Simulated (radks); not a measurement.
Results of a calculation; reference values are marked as such.
Question: These are the eigenvalues of the occupied orbitals of an atom or ion with whole-number occupations (Ry). Code: a radial shooting solver on a logarithmic mesh with Libxc functionals. Model: scalar-relativistic Kohn-Sham, Wu-Cohen GGA, spin-polarised, spherical densities, point nucleus.

1s: -1172.197
2s: -159.6126
2p: -141.9823
3s: -25.54312
3p: -19.85270
3d: -10.44474
4s: -4.02391
4p: -2.68474

Which element is it, and in what charge state? The configuration may be excited. Open shells, if any, are filled with parallel spins first.

Answer: Z = 38, strontium, charge +2: Sr2+ in [Kr]. The list shows which subshells hold electrons but not how many an open one holds; the 1s level, -586.1 hartree, gives Z - s = 34.2 by -(Z - s)^2/2, which with screening and relativity narrows Z to a few neighbours, and the depths of the outer levels then fix element, charge and occupations together.
